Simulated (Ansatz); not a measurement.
A run for Ansatz (an electronic-structure program): U-B3LYP/def2-TZVPP on GeS, a point of a bond scan (R = 2.231 Å).

Ansatz 0.2 input:
```yaml
crystal:
  periodic: [false, false, false]
  atoms:
    - {symbol: Ge, position_ang: [-0.00000000, -0.00000000, -0.67616527]}
    - {symbol: S, position_ang: [0.00000000, 0.00000000, 1.55518011]}
basis:
  gaussian:
    orbitals: def2-TZVPP
hamiltonian:
  xc: {name: B3LYP}
magnetization: {spin_polarized: true, initial_magnetization: 0}
```

The log:

```
WARN ansatz: RAYON_NUM_THREADS=1 ignored (pool sized by the plan → 1); use --threads N
Functional definition: B3LYP
integrals: 0.02 GiB planned
685 factors; their error is unknown
mean field: 0.37 GiB planned
mean field evaluation 1: about -67351.7509 eV, gradient 2.5e1 eV
mean field evaluation 2: about -67289.9010 eV, gradient 8.5e1 eV
mean field evaluation 4: about -67355.5783 eV, gradient 5.8e0 eV
mean field evaluation 8: about -67355.8233 eV, gradient 4.5e-3 eV
mean field evaluation 16: about -67354.8198 eV, gradient 6.6e0 eV
mean field -67356.04878368 eV, -2475.2891372306 hartree, gradient 5.3e-5 eV, S^2 0.000000; 1 other end points of the search recorded, 0 dependent functions left out
reference -67356.04894416 eV, -2475.2891431280 hartree; 24, 24 occupied and 66, 66 virtual orbitals, 685 factors
Total energy: -67356.04894416 eV, -2475.2891431280 hartree
```

The calculation finished and met its thresholds.

Cost: very roughly 1.9 core-seconds.
